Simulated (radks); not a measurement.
Results of a calculation; reference values are marked as such.
Initial-state core-level shifts of the arsenic ion As+ when its valence configuration changes from [Ar] 3d10 4s2 4p2. Level of theory: scalar-relativistic Kohn-Sham, PBE, spin-polarised, spherical densities, finite nucleus; open shells are filled with parallel spins first; Fermi nuclear charge, rms radius 4.0968 fm (a radial shooting solver on a logarithmic mesh with Libxc functionals). Shifts are changes of the shell-averaged eigenvalues in eV (positive: less bound); the change of the density at the nucleus, which sets a Mossbauer isomer shift, is in e/bohr^3, on a base of 3.601e+04.

valence	2s	2p	3s	3p	density at nucleus
3d9 4s2 4p3	-14.582	-14.471	-11.739	-11.497	+13.757
3d10 4s1.5 4p2.5	-0.642	-0.639	-0.673	-0.668	-11.841
3d10 4s0.5 4p3.5	-2.295	-2.288	-2.364	-2.351	-36.173
3d9.5 4s2 4p2.5	-7.172	-7.117	-5.837	-5.716	+6.734
3d10 4s1 4p3	-1.208	-1.201	-1.273	-1.263	-24.035
3d10 4p4	-3.290	-3.282	-3.368	-3.352	-48.605
3d8 4s2 4p4	-30.516	-30.295	-24.118	-23.639	+28.487
